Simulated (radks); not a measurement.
Task: Os4+, 72 electrons, occupied as [Xe] 4f14 5d4 (the NIST ground configuration). Method: scalar-relativistic Kohn-Sham, Wu-Cohen GGA, spin-polarised, spherical densities, finite nucleus; open shells are filled with parallel spins first (spin-orbit coupling, left out, can overturn this in heavy ions); Fermi nuclear charge, rms radius 5.4126 fm; computed with a radial shooting solver on a logarithmic mesh with Libxc functionals. Some entries of the table are withheld. Estimate them.

orbital  occ.  eigenvalue (eV)  r(max) (bohr)
1s down     1        -73885.89        0.01103
1s up       1        -73885.89        0.01103
2s up       1        -12907.00        0.06341
2s down     1        -12906.72        0.06341
2p up       3        -11249.43        0.05219
2p down     3        -11249.21        0.05219
3s up       1        -3038.839         0.1788
3s down     1        -3038.742         0.1788
3p up       3        -2551.872         0.1774
3p down     3        -2551.764         0.1774
3d up       5        -2006.556         0.1444
3d down     5        -2006.365         0.1444
4s up       1        -677.4650         0.4048
4s down     1        -677.1946         0.4048
4p up       3        -517.6475         0.4251
4p down     3        -517.3875         0.4251
4d up       5        -318.9325         0.4345
4d down     5        -318.6232         0.4346
5s up       1        -137.9763         0.9137
5s down     1        -135.7344         0.9094
4f up       7         -98.1691         0.4054
4f down     7         -97.6436         0.4053
5p up       3         -96.9621          1.029
5p down     3         -94.1175          1.022
5d up       4              (1)            (2)
5d down     0              (3)            (4)
6s up       0              (5)          2.123
6s down     0              (6)          2.158
6p up       0         -31.8420          2.513
5f up       0         -18.3547          2.683

Result: 
(1) 5d up eigenvalue (eV): -49.5869
(2) 5d up r(max) (bohr): 1.300
(3) 5d down eigenvalue (eV): -46.1149
(4) 5d down r(max) (bohr): 1.288
(5) 6s up eigenvalue (eV): -41.8176
(6) 6s down eigenvalue (eV): -38.9850
